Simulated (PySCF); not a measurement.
Ligand exchange on a metal centre used in film growth or etching (Y F-NH2). Gas-phase values, no solvent. One relaxed conformer stands for each flexible species; it need not be the lowest.

Level of theory: TPSSh-D3(BJ)/def2-TZVP // r2SCAN-D4/def2-SVP (PySCF). 

```csv
species,mean distance from the central atom to its bonded neighbours (Å),HOMO–LUMO gap (eV)
0 of 3 F replaced by NH2 ([Y(F)3]),2.000,6.80
1 of 3 F replaced by NH2 ([Y(F)2(NH2)]),2.052,4.27
2 of 3 F replaced by NH2 ([Y(F)(NH2)2]),2.105,…
```

Problem. Fill in the missing entries.

Solution. 
- 2 of 3 F replaced by NH2 ([Y(F)(NH2)2]), HOMO–LUMO gap (eV): 4.24
